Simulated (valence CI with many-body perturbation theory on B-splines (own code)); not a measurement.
Values are calculated unless marked as measured or tabulated.
**Hyperfine factors and g values of Tb15+**

Method: relativistic CI+MBPT: four valence electrons over a frozen Dirac-Fock core [Kr] 4d10, a basis of 8 s, 8 p, 9 d, 9 f, 6 g, 3 h, 2 i functions for each j, with the one-electron correlation potential Σ1 (screened to all orders), the two-electron term Σ2, the three-electron term Σ3, Breit, model QED; selected single and double excitations, second order for the rest, scaled by the run's own slope (own B-spline code, finite nucleus).

No measured spectrum was set against this ion. As an estimate, terms of the open shell hold to a few per cent of their energy, and close levels can change places; configurations with another count of f electrons can be misplaced by thousands of cm⁻¹. Core correlation moves these levels by up to 49000 cm⁻¹, and in measured spectra 5 to 20 % of such shifts remained as error; rates that hang on mixing are uncertain with them.

A/g_I is the dipole constant over the nuclear g factor μ/I (μ in nuclear magnetons, uniformly magnetised nucleus), B/Q the quadrupole constant per barn. Both hold the static response of the core; the bare values leave it out. Large factors of s and p1/2 electrons are usually good to 5 to 10 %; those of open d and f shells near neutrality can be off by tens of per cent, and small factors of p3/2, d and f electrons come from cancelling terms and can be off by a factor of two or in sign, in half-filled shells by more. B is blank for J = 1/2, where it vanishes, and for nearly pure S terms. Energies count from the lowest level. Levels with J = 0 are left out.

Names give the largest LS component (configuration and term), which can be under half, so a name can repeat, a term be missing and a line seem to break the LS rules; names also repeat where a configuration has a term twice. Letters in brackets count levels of one name in rising energy.

```tsv
Level	E (eV)	g	A/g_I (MHz)	A/g_I bare	B/Q (MHz/b)	B/Q bare
4f4 5I_4	0.0000	0.609	2060	1690	-824	-667
4f4 5I_5	0.4642	0.902	1360	1320	-749	-620
4f4 5I_6	0.9443	1.068	973	1130	-736	-622
4f4 5I_7	1.424	1.170	745	1020	-756	-651
4f4 5I_8	1.895	1.237	608	972	-801	-699
4f4 5F_1	2.856	0.041	3820	2900	292	240
4f4 5F_2	2.935	1.017	1300	1460	500	412
4f4 5F_3	3.213	1.229	652	1010	321	254
4f4 5S_2	3.361	1.914	-1050	80.0	-34.4	-40.6
4f4 5F_4	3.393	1.216	724	1080	-480	-410
4f4 3K_6	3.661	0.862	1470	1390	251	221
4f4 5F_5	3.848	1.350	293	774	476	364
4f4 3H_4	3.923	1.040	1060	1190	8.36	8.54
4f4 5G_2	3.980	0.396	2620	2000	-236	-185
4f4 3K_7	3.980	0.987	1180	1250	743	604
4f4 5G_3	4.100	0.882	1490	1460	16.6	27.8
4f4 3K_8	4.368	1.071	997	1170	1120	897
4f4 3H_5	4.600	1.156	733	981	-89.5	-86.4
4f3.5s 5I°_4	4.706	0.608	-14300	-13500	713	610
4f4 5G_4	4.730	1.064	1010	1170	-133	-105
4f4 3G_3	4.941	0.820	1550	1410	-796	-655
4f4 3D_2	5.053	1.196	731	1050	616	516
4f3.5s 5I°_5	5.113	0.901	3120	2990	690	579
4f4 5G_5	5.261	1.182	731	1030	-280	-237
4f4 3L_7	5.274	0.913	1290	1250	1010	848
4f4 5G_6	5.344	1.256	482	843	-494	-439
4f4 3P_1	5.376	1.014	1400	1590	-32.6	-32.0
4f4 3L_8	5.541	1.008	1080	1160	1720	1410
4f4 3M_8	5.638	0.970	1220	1260	1930	1590
4f3.5s 5I°_6	5.642	1.070	7980	7660	764	626
4f4 3L_9	5.706	1.074	974	1140	2430	1980
4f4 3G_4	5.755	1.070	980	1140	-880	-722
4f4 1D_2 [a]	5.801	1.031	915	986	-375	-321
4f4 3H_6	5.806	1.226	638	991	-541	-460
4f4 3D_3	5.817	1.288	311	681	755	617
4f4 3F_4	6.097	1.172	677	941	-736	-621
4f3.5s 5I°_7	6.221	1.175	9960	9600	893	723
4f4 3I_5	6.254	0.943	1230	1230	310	245
4f4 3D_1	6.487	0.963	1670	1840	127	111
```

Question: Take the isotope of mass number 159, with I = 3/2, μ = 2.009 μN and Q = 1.432 b. What is the hyperfine structure of 4f4 5I_4?

Answer: From the table A = 2770 MHz, B = -1180 MHz. Shifts from the centre of gravity in MHz: F = 5/2: -21400, F = 7/2: -10800, F = 9/2: 1900, F = 11/2: 16300.
